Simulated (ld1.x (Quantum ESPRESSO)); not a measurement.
Configuration tests for molybdenum (TM)

- Element: Mo
- Generator: ld1.x (Quantum ESPRESSO) 7.5
- Type: norm-conserving Troullier–Martins (Kleinman–Bylander form)
- Functional: PBE
- Relativity: scalar-relativistic
- Frozen core: [Kr]
- Valence charge: 6
- Reference configuration: 4d5 5s1 5p0
- Partial waves: 5s (bound): rc 3.10 bohr; 4d (bound): rc 1.35 bohr; 5p (bound, empty): rc 3.70 bohr
- Local potential: the p channel
- Core correction: none

Energies are relative to the spin-unpolarised reference configuration 4d5 5s1 5p0; without spin polarisation the order of configurations can differ from experiment. The frozen-core shift is the all-electron ΔE with the core orbitals held at their reference shape minus the fully relaxed ΔE.

Give the all-electron excitation energy and the error of the potential for: 4d5 5s0 5p0; 4d4 5s0 5p0; 4d3 5s0 5p0; 4d4 5s1 5p0; 4d5.5 5s0.5 5p0; 4d6 5s0 5p0; 4d4 5s2 5p0.

| valence configuration | charge | ΔE all-electron (eV) | error AE − PS (meV) | frozen-core shift (meV) |
| --- | --- | --- | --- | --- |
| 4d5 5s0 5p0 | +1 | 6.890 | +13 | +4.1 |
| 4d4 5s0 5p0 | +2 | 22.352 | -67 | +72 |
| 4d3 5s0 5p0 | +3 | 49.096 | -397 | +481 |
| 4d4 5s1 5p0 | +1 | 8.064 | -67 | +42 |
| 4d5.5 5s0.5 5p0 | 0 | 0.280 | -17 | +7.6 |
| 4d6 5s0 5p0 | 0 | 0.763 | -62 | +23 |
| 4d4 5s2 5p0 | 0 | 0.199 | -67 | +39 |

Levels in the configuration 4d4 5s0 5p0:

| level | all-electron (eV) | pseudo (eV) |
| --- | --- | --- |
| 4d | -20.827 | -21.037 |
